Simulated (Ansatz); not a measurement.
One change: `CC[CH2][AlH][CH3]` becomes `CCCCl`.

Ansatz, PBE0-D4/def2-TZVP geometries, multiplicity 1. Each molecule was computed in one conformer, which needn't be the lowest.

| property | `CC[CH2][AlH][CH3]` |
| --- | --- |
| LUMO energy (B3LYP/def2-TZVPP) / eV | -1.02 |
| size of the dipole moment (B3LYP/def2-TZVPP) / D | 0.76 |
| ideal-gas entropy at 298 K and 1 bar (rigid rotor, harmonic PBE0-D4/def2-TZVP) / J/(mol·K) | 380 |
| zero-point energy (PBE0-D4/def2-TZVP) / kJ/mol | 354.0 |
| LUMO energy (ωB97M-V/def2-TZVPP) / eV | 0.74 |
| HOMO–LUMO gap (PBE0/def2-TZVPP) / eV | 6.47 |

Problem. What does the change do to each property? (Best estimate.)

Solution. Ansatz gave: 
```tsv
property	`CCCCl`	shift
LUMO energy (B3LYP/def2-TZVPP) / eV	0.64	1.66
size of the dipole moment (B3LYP/def2-TZVPP) / D	2.02	1.26
ideal-gas entropy at 298 K and 1 bar (rigid rotor, harmonic PBE0-D4/def2-TZVP) / J/(mol·K)	305	-75
zero-point energy (PBE0-D4/def2-TZVP) / kJ/mol	250.3	-103.7
LUMO energy (ωB97M-V/def2-TZVPP) / eV	2.59	1.85
HOMO–LUMO gap (PBE0/def2-TZVPP) / eV	9.22	2.75
```

With PBE0 the HOMO falls by 0.99 eV and the LUMO rises by 1.76 eV, so the gap widens by about 2.75 eV. PBE moves the HOMO by -0.80 eV and ωB97M-V by -1.09 eV. The zero-point energy changes by -103.7 kJ/mol with -15 modes. Dipoles are sizes alone; their direction can turn. Modes under 60 cm⁻¹, often nearly free rotors, make the harmonic entropy too high.

Positive LUMOs are unbound, so they and the gaps depend on the basis.

B3LYP here is the variant with VWN-RPA as its local correlation; programs differ in this.
